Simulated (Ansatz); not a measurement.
`FC(F)C(F)(F)CC(F)(F)F` + HBr → `FC(F)(F)CBr` + `FC(F)C(F)F` at 298.15 K and 1 bar (substitution at a C–C bond).

Isolated molecules relaxed with PBE0-D4/def2-TZVP in Ansatz; ΔE leaves out vibrations. CCSD(T)/CBS adds triple-zeta CCSD(T) − MP2 to the extrapolated MP2 energy (def2 sets, frozen cores). For Br outer-core shells are correlated without core-valence functions, which leaves a few kJ/mol of doubt a bond. Scalar relativity is left out up to krypton. One conformer a species, not always the lowest.

```tsv
species	CCSD(T)/CBS energy (Eh)	H − E (kJ/mol)	S (J/(mol·K))
`FC(F)C(F)(F)CC(F)(F)F`	-852.56394	237.0	424.5
HBr	-2573.91920	24.6	198.6
`FC(F)(F)CBr`	-2950.00902	131.7	337.0
`FC(F)C(F)F`	-476.45942	138.2	313.9
```

H − E and S are ideal-gas, rigid-rotor, harmonic terms from PBE0-D4/def2-TZVP, for one conformer and one mirror image of each species. 1 Eh = 2625.50 kJ/mol, R = 8.31446 J/(mol·K).

Q: By hand: ΔE, ΔH, ΔS and ΔG.

A: ΔE = (-2950.00902) + (-476.45942) − (-852.56394) − (-2573.91920) = 0.01470 Eh = 38.6 kJ/mol. Δ(H − E) = 131.7 + 138.2 − 237.0 − 24.6 = 8.3, so ΔH = 46.9 kJ/mol. ΔS = 337.0 + 313.9 − 424.5 − 198.6 = 27.8 J/(mol·K). ΔG = 46.9 − 298.15 × (27.8)/1000 = 38.6 kJ/mol.

Q: By hand: the equilibrium constant, and the temperature at which ΔG would vanish if ΔH and ΔS stayed fixed.

A: log₁₀ K = −ΔG/(RT ln 10) = -6.8. ΔG = 0 at ΔH/ΔS = 1687 K.

ΔH outweighs TΔS. A doubt of 5 kJ/mol in ΔE shifts log₁₀ K by 0.9 here. Other conformers and mirror images would add mixing entropy, several J/(mol·K) or more a flexible species. Modes under 60 cm⁻¹, often nearly free rotors, make the harmonic entropy too high. These are equilibria of isolated gas molecules and say nothing of rates. Largest T1 diagnostic: 0.012 (customary marks: 0.02 for closed shells, 0.045 for open ones).
